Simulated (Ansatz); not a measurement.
`B[SiH2][CH2][AlH][CH3]` + `CBN` → `CB[NH][AlH][CH3]` + `B[SiH2]C`  (ligand exchange at the Al–C bond)

Gas-phase electronic energies from Ansatz, PBE0-D4/def2-TZVP geometries. CCSD(T)/CBS adds triple-zeta CCSD(T) − MP2 to the extrapolated MP2 energy (def2 sets, frozen cores). Each species was taken in one conformer, which may not be the lowest.

```tsv
species	CCSD(T)/CBS(def2) energy (Eh)
`B[SiH2][CH2][AlH][CH3]`	-637.98238
`CBN`	-121.21267
`CB[NH][AlH][CH3]`	-403.12057
`B[SiH2]C`	-356.10068
```

Problem. Work out ΔE.

Solution. ΔE = (-403.12057) + (-356.10068) − (-637.98238) − (-121.21267) = -0.02620 Eh = -0.71 eV.

Largest T1 diagnostic among the species: 0.011.

The D4 term adds +0.08 eV with B3LYP and +0.05 eV with PBE0; it sums over pairs of atoms, weighted by their polarisabilities, and B3LYP, whose exchange is more repulsive, gets the larger term. In def2-TZVPP, CCSD(T) changes the Hartree–Fock value by +0.24 eV (the triples alone add +0.04 eV) and MP2 by +0.24 eV.

B3LYP here is the variant with VWN-RPA as its local correlation; programs differ in this.
